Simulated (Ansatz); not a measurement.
Compare A (`SB1CO1`) with its isomer B (`OB1CS1`).

Calculated with Ansatz (gas phase, PBE0-D4/def2-TZVP geometries, no zero-point term in ΔE). CCSD(T)/CBS adds triple-zeta CCSD(T) − MP2 to the extrapolated MP2 energy (def2 sets, frozen cores). DFT in def2-TZVPP. One conformer a species, not always the lowest.

Problem. Which is lower in electronic energy at CCSD(T)/CBS, and by how much? (Estimate.)

Solution. Computed: B, by 19.5 kcal/mol.

Problem. Give E(B) − E(A) in kcal/mol with PBE0-D4, CCSD/def2-TZVPP, PBE-D4, LDA (SPW92), B2PLYP, CCSD(T)/def2-TZVPP, HF/def2-TZVPP. (An estimate is asked.)

Solution. The calculation gave: PBE0-D4 -19.4, CCSD/def2-TZVPP -18.4, PBE-D4 -18.2, LDA (SPW92) -19.5, B2PLYP -18.6, CCSD(T)/def2-TZVPP -18.6, HF/def2-TZVPP -18.5. None reverses the order clearly.

Problem. Does the order hold for the free energy at 298.15 K (harmonic terms from PBE0-D4)? (Estimate.)

Solution. Ansatz gave: Yes: G(B) − G(A) = -17.8 kcal/mol, for one conformer each.

Largest T1 diagnostic: 0.015.

At CCSD(T), def2-SVP lies +2.7 kcal/mol from the extrapolated value and def2-TZVPP +0.9 kcal/mol. From PBE to PBE0 (25 % exact exchange), in def2-TZVPP and without D4, E(B) − E(A) moves by −1.2 kcal/mol.
